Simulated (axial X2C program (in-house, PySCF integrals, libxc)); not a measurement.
## Nuclear properties of CuC⁻

Computed with an in-house all-electron X2C program for linear molecules (integrals from PySCF): two-component X2C with atomic mean-field Coulomb and Gaunt terms, Gaussian nuclei, basis Cu dyall-acv3z, C dyall-av3z with contracted cores.

R = 1.821 Å (near the PBE0 minimum at charge -1 of the determinant lowest at the starting distance; the state shown can have its own minimum elsewhere).

Determinant lowest in the PBE0 search, Ω = 1 (⟨Sz⟩ = 1.00, ⟨Lz⟩ = 0.00 at PBE0), spin on the atoms Cu -0.09, C 1.09:

```csv
level,Eeff magnitude (GV/cm),Ws magnitude Cu (kHz),A∥/gI Cu (MHz),qzz Cu (a.u.),A∥/gI C (MHz),qzz C (a.u.)
PBE0,1.06,0.406,-144,0.88,-27.1,0.05
r2SCAN,0.852,0.31,-134,1.12,-13.5,0.07
LDA,0.577,0.198,-136,1.32,-25,0.03
TPSSh,0.692,0.248,-121,1.14,-15.7,0.06
```

Determinant 0.95 eV from it at PBE0 and this distance, Ω = 0 (closed shell), highest spinor 71% C p, 18% Cu p, 9% Cu d:

```csv
level,qzz Cu (a.u.),qzz C (a.u.)
PBE0,1.35,-0.12
HF,0.67,0.01
r2SCAN,1.58,-0.12
LDA,1.59,-0.10
TPSSh,1.49,-0.13
```

Eeff is the effective electric field on the electron electric dipole moment in this Ω state and Ws the scalar–pseudoscalar constant of the nucleus named (defined with the proton number Z and per Ω); A∥ (defined per Ω) follows by multiplying with gI = μI/(I μN); qzz is the electric field gradient, eQq0 = 234.96 MHz × Q/barn × qzz. The operators were transformed with the bare-nucleus X2C matrices; with these basis sets, hyperfine constants and field gradients can be off by tens of per cent, and where levels differ in sign neither size nor sign is settled.

(1) With gI(63Cu) = 1.4824, Q(63Cu) = -0.22 barn (g factors from the IAEA table of nuclear moments by Stone; Q from Pyykkö, Mol. Phys. 2018), turn the PBE0 values of the first state into constants in MHz.

Each state is one determinant with collinear spin, which with several unpaired electrons need not be a pure state. For an anion, determinants above electron detachment, or with a positive highest level, are held by the basis set. A closed determinant beside an open π² or δ² triplet, such as (π1/2)², mixes with its partner pair into the 0⁺ component of the triplet and ¹Σ⁺, so its energy is not that of a level, and 0⁺ can lie lowest. With several open shells hyperfine constants can be off by a factor of several. Open-shell Ω = 0 determinants with evenly filled partner blocks cannot be reached by this program, so the Ω shown need not be the lowest component. Left out as unconverged or as another state under the same occupation: HF in at least one table. The search compared states at one distance, so a state with another bond length can lie lower. Further determinants of the search, some of them spin-mixed, are not shown. Where a field gradient or hyperfine factor spreads by more than a factor of two over the levels, a constant derived from it is not to be relied on. PBE0 term energies can be off by some tenths of an eV.

## Answers

(1) A∥(63Cu) = -144 × 1.4824 = -213 MHz; eQq0(63Cu) = 234.96 × (-0.22) × (0.88) = -45.5 MHz.
